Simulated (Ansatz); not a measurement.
Basis-set series for `[AlH2][CH](S)O[SiH3]`. The species carries charge 0 and has multiplicity 1. The structure was optimised at the PBE0-D4/def2-TZVP level. It is one conformer, not always the lowest.

```
functional       basis  functions  energy (Eh)  HOMO (eV)  LUMO (eV)
   PBE0-D4    def2-SVP        117  -1046.77000      -7.11      -0.30
   PBE0-D4  def2-QZVPP        534  -1047.27175      -7.15      -0.61
   ωB97M-V    def2-SVP        117  -1047.15430      -9.24       1.36
   ωB97M-V  def2-QZVPP        534  -1047.65778      -9.31       0.66
```

Problem. Give the rows for def2-TZVPP. (Best estimate.)

Solution. The calculation gave: 
| functional | basis | functions | energy (Eh) | HOMO (eV) | LUMO (eV) |
| --- | --- | --- | --- | --- | --- |
| PBE0-D4 | def2-TZVPP | 286 | -1047.23540 | -7.14 | -0.49 |
| ωB97M-V | def2-TZVPP | 286 | -1047.62349 | -9.30 | 1.04 |

Positive LUMOs are unbound and depend on the basis.

Results of the Gaussian-basis code of Ansatz.
